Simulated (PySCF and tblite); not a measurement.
The numbers below are computed, except where a source is named.
System: 2-bromoacrylic acid, C₃H₃BrO₂, numbered as in [CH2:1]=[C:2]([Br:3])[C:4](=[O:5])[OH:6].

Geometries: GFN2-xTB; energies: PBE0/pcSseg-1 + D3(BJ), IEF-PCM cyclohexane; zero-point and thermal terms from GFN2-xTB harmonic modes (soft modes blended into free rotors). Rate constants are transition-state-theory values, counting equivalent paths, without tunnelling. (PySCF 2.14 with density fitting, tblite 0.8.)

Spin–orbit effects of heavy atoms on shieldings are missing.

**Question.** How high is the barrier to the rotation about the C4–O6 bond (torsion C2–C4–O6–H from 180° to 360°, rising), through which structure does it pass, and what rate follows at 298 K?

**Answer.** The electronic barrier is 12.0 kcal/mol and ΔG‡(298 K) 10.9 kcal/mol, over a C1 saddle with an imaginary mode of 615i cm⁻¹ (GFN2-xTB). With 2 equivalent paths, k is 1.3×10⁵ s⁻¹, a mean lifetime of the start of 7.5 µs against this motion. The end lies 1.4 kcal/mol above the start in free energy.
